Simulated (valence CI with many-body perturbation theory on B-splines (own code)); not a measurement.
Values are calculated unless marked as measured or tabulated.
**Mn XX: magnetic and hyperfine properties of the levels**

Level of theory: relativistic CI+MBPT: four valence electrons over a frozen Dirac-Fock core [He], a basis of 11 s, 11 p, 9 d, 7 f, 5 g, 2 h, 1 i functions for each j, with the one-electron correlation potential Σ1, the two-electron term Σ2, the three-electron term Σ3, Breit, model QED; selected CI, second order for the rest (own B-spline code, finite nucleus).

No measured spectrum was set against this ion. As an estimate, levels of excited configurations hold to 0.05 to 0.15 % of their energy, terms of the ground configuration to about 0.5 %.

A/g_I is the dipole constant over the nuclear g factor μ/I (μ in nuclear magnetons, uniformly magnetised nucleus), B/Q the quadrupole constant per barn. Both hold the static response of the core; the bare values leave it out. Large factors of s and p1/2 electrons are usually good to 5 to 10 %; those of open d and f shells near neutrality can be off by tens of per cent, and small factors of p3/2, d and f electrons come from cancelling terms and can be off by a factor of two or in sign, in half-filled shells by more. B is blank for J = 1/2, where it vanishes, and for nearly pure S terms. Energies count from the lowest level. Levels with J = 0 are left out.

Names give the largest LS component (configuration and term), which can be under half, so a name can repeat, a term be missing and a line seem to break the LS rules; names also repeat where a configuration has a term twice. Letters in brackets count levels of one name in rising energy.

```
            Level  E (eV)      g  A/g_I (MHz)  A/g_I bare  B/Q (MHz/b)  B/Q bare
      2s²2p² ³P_1    7.41  1.498        -1960         347        22700     22900
      2s²2p² ³P_2   12.25  1.396        41300       42900       -19100    -19200
      2s²2p² ¹D_2   26.35  1.098        35400       35800        64100     64400
      2s2p³ ⁵S°_2   54.93  1.984       104000      106000                       
      2s2p³ ³D°_2   89.61  1.218        77600       76700        55800     56100
      2s2p³ ³D°_1   89.68  0.618       -57700      -55700        32500     32700
      2s2p³ ³D°_3   92.12  1.330       109000      108000         -188      -197
      2s2p³ ³P°_1  106.27  1.403       132000      130000       -32900    -33100
      2s2p³ ³P°_2  107.98  1.427        97100       96600       -54700    -55000
      2s2p³ ³S°_1  127.22  1.833       -58700      -51200          700       706
      2s2p³ ¹D°_2  130.10  1.027        58800       58400        -2510     -2500
      2s2p³ ¹P°_1  145.46  1.134         5200        7370          164       150
         2p⁴ ³P_2  191.69  1.452        20400       23700        32800     33000
         2p⁴ ³P_1  201.35  1.498        -5820       -1880       -22100    -22200
         2p⁴ ¹D_2  210.62  1.042        51400       51600       -77500    -77900
    2s²2p3s ³P°_1  867.24  1.389       122000      121000        -8250     -8290
    2s²2p3s ³P°_2  878.43  1.498        48500       48900        46700     46900
    2s²2p3s ¹P°_1  881.22  1.105         6850        9020        31600     31700
     2s²2p3p ³D_1  887.28  0.695        84700       83400        -2390     -2400
 2s²2p3p ³P_1 [a]  893.38  1.300       -11200      -10900         4620      4630
     2s²2p3p ³D_2  893.71  1.179        37800       37900        12200     12300
 2s²2p3p ³P_1 [b]  902.24  1.213        16400       17900         2490      2510
     2s²2p3p ³D_3  903.25  1.332        17700       18700        59700     60000
     2s²2p3p ³S_1  904.68  1.788        22600       24500         1680      1690
     2s²2p3p ³P_2  905.16  1.385        29800       30900         7320      7360
     2s²2p3p ¹D_2  912.12  1.098        24700       25100        38700     38900
     2s2p²3s ⁵P_1  914.66  2.464       195000      193000        -4290     -4310
    2s²2p3d ³F°_2  914.80  0.752        36900       36300         6550      6620
    2s²2p3d ³F°_3  918.90  1.111        22300       22100         5270      5350
2s²2p3d ³P°_2 [a]  919.71  1.185       -16600      -16600        -8710     -8700
     2s2p²3s ⁵P_2  919.86  1.823       111000      110000        46200     46400
    2s²2p3d ³D°_1  921.88  0.750       -24800      -24800        -1390     -1380
```

Q: Take the isotope of mass number 55, with I = 5/2, μ = 3.4669 μN, leaving out the quadrupole term. What is the hyperfine structure of 2s2p³ ⁵S°_2?

A: From the table A = 144000 MHz. Shifts from the centre of gravity in MHz: F = 1/2: -1010000, F = 3/2: -792000, F = 5/2: -432000, F = 7/2: 72000, F = 9/2: 720000.
